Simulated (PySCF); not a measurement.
Isomers of C4H9NOSi, one GFN2-xTB conformer each. Single-point energies are computed at PBE0/pcSseg-1 (PySCF, gas phase, no added dispersion term), electronic only.

```json
{"SMILES": "C=N[C@H]1CC[SiH2]O1", "GFN2-xTB relative energy (kcal/mol)": "8.9"}
{"SMILES": "O=CN1CCC[SiH2]1", "GFN2-xTB relative energy (kcal/mol)": "0.0"}
{"SMILES": "[H]/N=C\\[Si@@H]1CCCO1", "GFN2-xTB relative energy (kcal/mol)": "28.9"}
```

Conformers: `[CH2:1]=[N:2][C@H:3]1[CH2:4][CH2:5][SiH2:6][O:7]1` with C1–N2–C3–C4 -119°, N2–C3–C4–C5 87°, C3–C4–C5–Si6 33°, C4–C5–Si6–O7 -17°, C5–Si6–O7–C3 -5°; `[O:1]=[CH:2][N:3]1[CH2:4][CH2:5][CH2:6][SiH2:7]1` with O1–C2–N3–C4 179°, C2–N3–C4–C5 156°, N3–C4–C5–C6 41°, C4–C5–C6–Si7 -39°, C5–C6–Si7–N3 22°; `[H]/[N:1]=[CH:2]\[Si@@H:3]1[CH2:4][CH2:5][CH2:6][O:7]1` with N1–C2–Si3–C4 -114°, C2–Si3–C4–C5 -140°, Si3–C4–C5–C6 36°, C4–C5–C6–O7 -36°, C5–C6–O7–Si3 16°.

Task: What does PBE0/pcSseg-1 give for the same structures?

Result: 
```json
{"SMILES": "O=CN1CCC[SiH2]1", "PBE0/pcSseg-1 E (Eh)": "-576.84719", "PBE0/pcSseg-1 (kcal/mol)": "0.0", "GFN2-xTB (kcal/mol)": "0.0", "point group": "C1"}
{"SMILES": "[H]/N=C\\[Si@@H]1CCCO1", "PBE0/pcSseg-1 E (Eh)": "-576.81747", "PBE0/pcSseg-1 (kcal/mol)": "18.6", "GFN2-xTB (kcal/mol)": "28.9", "point group": "C1"}
{"SMILES": "C=N[C@H]1CC[SiH2]O1", "PBE0/pcSseg-1 E (Eh)": "-576.81630", "PBE0/pcSseg-1 (kcal/mol)": "19.4", "GFN2-xTB (kcal/mol)": "8.9", "point group": "C1"}
```

Both levels put the same isomer lowest; measured from each level's own lowest isomer, the values differ by up to 10.5 kcal/mol (C=N[C@H]1CC[SiH2]O1: 8.9 against 19.4). As drawn, the lowest has a C=O bond and a C(=O)–N unit, which the highest lacks; the highest has a C=N bond and an Si–O bond, which the lowest lacks. Neighbours under 2.5 kcal/mol apart ([H]/N=C\[Si@@H]1CCCO1 and C=N[C@H]1CC[SiH2]O1) can change places with a better method, another conformer or zero-point energy.

Task: Which frontier levels, dipoles and rotational constants go with these structures?

Result: 
| SMILES | HOMO (eV, PBE0/pcSseg-1) | LUMO (eV) | dipole (D) | A, B, C (MHz) |
| --- | --- | --- | --- | --- |
| O=CN1CCC[SiH2]1 | -7.34 | 0.34 | 4.14 | 4106, 1840, 1344 |
| [H]/N=C\[Si@@H]1CCCO1 | -6.95 | -0.92 | 3.04 | 5263, 1367, 1204 |
| C=N[C@H]1CC[SiH2]O1 | -7.31 | -0.22 | 1.37 | 3483, 2040, 1697 |
